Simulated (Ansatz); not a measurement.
The same path of ClGeH₅OSn (9 atoms, charge 0, multiplicity 1) was run 3 times with different band settings. The coordinate that changes most is the dihedral H5–O1–Ge2–Sn4.

Theory: RKS PBE0-D4/def2-SVP in Ansatz.

Relaxed end points:

```xyz
9
Properties=species:S:1:pos:R:3
O 0.234 2.022 -0.973
Ge 0.832 0.752 0.113
Cl 2.537 -0.218 -0.844
Sn -0.922 -1.142 0.499
H -0.051 1.684 -1.830
H 1.365 1.526 1.327
H -1.379 -1.745 -1.037
H -0.223 -2.396 1.427
H -2.305 -0.529 1.301
```

```xyz
9
Properties=species:S:1:pos:R:3
O -0.068 1.774 -1.101
Ge 0.758 0.646 -0.005
Cl 2.428 -0.254 -1.084
Sn -0.967 -1.224 0.525
H 0.503 2.484 -1.417
H 1.417 1.424 1.156
H -1.436 -1.945 -0.949
H -0.218 -2.386 1.533
H -2.328 -0.564 1.325
```

Common settings: climbing image yes; spring 5.0 eV/Å²; optimiser quadratic models (default); start path IDPP; end points relaxed.

| run | movable images | force threshold | iteration limit |
| --- | --- | --- | --- |
| 1 | 7 | 0.05 eV/Å | 29 |
| 2 | 7 | 0.5 eV/Å | 30 |
| 3 | 1 | 0.05 eV/Å | 60 |

(1) What does each run give, and how far can it be trusted?

Results:

(1) Run 1: converged after 7 iterations, highest image 0.028 eV above the first end. A vibrational analysis at the climbing image gives one clearly imaginary mode, 214i cm⁻¹: a first-order saddle point.
Run 2: converged after 3 iterations, highest image 0.066 eV above the first end. The threshold of 0.5 eV/Å is loose, so the images may lie well off the minimum-energy path. The order of the stationary point at the top wasn't checked.
Run 3: converged after 7 iterations, highest image 0.028 eV above the first end. Another band between the same ends (7 images) ends at a top of the same energy, where a vibrational analysis finds 1 clearly imaginary mode. So few images can step over the top or miss a turn of the path.
